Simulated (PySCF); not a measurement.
Frontier orbitals and the lowest excitations

C2H6FPSi2.
Geometry (GFN2-xTB, Å), atoms numbered from 1 in this order:
```
atom  x, y, z in Å
C1     2.4161   -1.7649   -0.2958
C2     1.5066   -1.0680    0.0691
Si3    0.0942    0.0097    0.6051
F4    -0.2261   -0.4957    2.1197
Si5   -1.8469   -0.3049   -0.6410
P6     0.9706    2.0668    0.8930
H7     3.2154   -2.3788   -0.5993
H8    -2.2741   -1.7036   -0.6241
H9    -1.6158    0.0887   -2.0339
H10   -2.9514    0.5167   -0.1330
H11   -0.2613    2.6776    1.0764
H12    0.9739    2.3557   -0.4622
```

Method: PySCF, TDDFT B3LYP/def2-SVPD, vertical, gas phase, core orbitals frozen in the response.

Kohn–Sham orbitals with the atoms that hold most of them (Löwdin shares over 4%, at most four atoms; ? is withheld):

```csv
orbital,ε (eV),atoms
LUMO+2,-0.32,"P6 23%, Si5 20%, Si3 15%, C2 8%"
LUMO+1,-0.80,"C1 19%, Si3 18%, C2 18%, Si5 15%"
LUMO,-1.31,?
HOMO,?,"P6 48%, Si3 15%, Si5 11%, H12 5%"
HOMO-1,-8.28,?
HOMO-2,-8.43,"C2 44%, C1 42%, H7 4%, Si3 4%"
HOMO-3,-9.33,"Si5 19%, Si3 18%, P6 16%, F4 13%"
```

(1) Which atoms hold the HOMO-1, and with what shares?

(2) Which atoms hold the LUMO, and with what shares?

(3) What is the HOMO energy, and the HOMO–LUMO gap?

## Answers

(1) C2 (bonded to C and Si) 33%; C1 (bonded to C and H) 32%; P6 (bonded to Si and 2 H) 18%; Si3 (bonded to C, F, P and Si) 4%. By element: carbon 65%, phosphorus 18%, silicon 4% or more.

(2) Si3 (bonded to C, F, P and Si) 26%; C2 (bonded to C and Si) 18%; C1 (bonded to C and H) 16%; Si5 (bonded to Si and 3 H) 13%. By element: silicon 39%, carbon 33%.

(3) ε(HOMO) = -7.37 eV; the gap is 6.06 eV (0.2226 hartree).

Task: How does S1 compare with the orbital gap of 6.06 eV?

Result: S1 is at 5.13 eV (f = 0.028), 0.93 eV below the gap, made of HOMO→LUMO (90%). Without the coupling terms of the response equations the lowest excitation would equal the gap.

Task: Give energy, strength and leading configuration of S1 and S5, and follow the Löwdin shares of the leading atoms from the occupied to the empty orbital.

Result: 
- S1 (5.13 eV, f 0.028), HOMO→LUMO (90%): P6 48% → at most 13%, Si3 15% → 26%, C2 at most 5% → 18%
- S5 (6.20 eV, f 0.013), HOMO-2→LUMO+1 (81%): C2 44% → 18%, C1 42% → 19%, Si3 4% → 18%

Löwdin shares depend on the basis, the more so with diffuse functions.

One conformer stands for the species.
